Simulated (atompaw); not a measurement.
**What one change does to a pseudopotential (neodymium (Nd), PAW (atompaw))**

Nd, PAW, made with atompaw 4.2.0.5 (PBEsol, scalar-relativistic). Core [Xe], reference 4f4 5d0 6s0 6p0 (charge +2). Waves: 6s (bound, empty): rc 3.00 bohr; 6s channel at -0.35 Ry: rc 3.00 bohr; 6p (bound, empty): rc 3.00 bohr; 6p channel at 0.7 Ry: rc 3.00 bohr; 5d (bound, empty): rc 3.00 bohr; 5d channel at 0.9 Ry: rc 3.00 bohr; 4f (bound): rc 1.95 bohr; 4f channel at -0.75 Ry: rc 1.95 bohr. Local part: bessel scheme, radius 2.75 bohr. Core correction: smooth core density matched at 2.70 bohr. Augmentation charge: sinc compensation charge, radius 2.45 bohr; PAW radius 3.00 bohr; waves and projectors: custom polynom vanderbiltortho.

All-electron outer shells of the reference configuration (PBEsol, scalar-relativistic, ld1.x):

```json
{"shell": "5s", "level (eV)": "-53.46", "outermost node (bohr)": "0.72", "outermost maximum (bohr)": "1.32"}
{"shell": "5p", "level (eV)": "-35.00", "outermost node (bohr)": "0.77", "outermost maximum (bohr)": "1.50"}
{"shell": "4f", "level (eV)": "-14.60", "outermost node (bohr)": "–", "outermost maximum (bohr)": "0.67"}
{"shell": "5d", "level (eV)": "-13.51", "outermost node (bohr)": "0.88", "outermost maximum (bohr)": "2.10"}
{"shell": "6s", "level (eV)": "-13.23", "outermost node (bohr)": "1.75", "outermost maximum (bohr)": "3.34"}
{"shell": "6p", "level (eV)": "-9.48", "outermost node (bohr)": "2.05", "outermost maximum (bohr)": "4.03"}
```

Change: all radii scaled by about 1.24 (s 3.72, p 3.72, d 3.72, f 2.42 bohr); local potential bessel scheme, radius 3.40 bohr; augmentation sinc compensation charge, radius 3.04 bohr; PAW radius 3.72 bohr; waves and projectors: custom polynom vanderbiltortho; core correction smooth core density matched at 3.34 bohr.

Cutoffs: the cutoffs (Ry, on a coarse ladder) from which the occupation-weighted sum of valence levels, in a spherical-Bessel basis at the reference potential, stays within 10 and 1 mRy of its value at 400 Ry; they do not see the model core or the augmentation charge, which bear on the density cutoff.

Problem. What does the change do?

Solution. The potential gets softer (35 Ry and 60 Ry → 21 Ry and 35 Ry); the bound ghost in p, s disappears. A larger radius leaves more room for a smooth pseudo-wave, so fewer plane waves are needed.

| quantity | base | changed |
| --- | --- | --- |
| cutoff, loose | 35 Ry | 21 Ry |
| cutoff, tight | 60 Ry | 35 Ry |
| bound ghosts | s, p | none |
| lowest overlap eigenvalue by channel | s 0.41, p 0.67, d 0.93, f 1.00 | s 0.23, p 0.31, d 0.87, f 1.00 |

 A true bound ghost makes a file unfit for plane-wave use even where its test errors are small: the radial tests pick states by their node count and pass the ghost by. The cutoffs see the waves, projectors and local potential, not the compensation charge or the core.
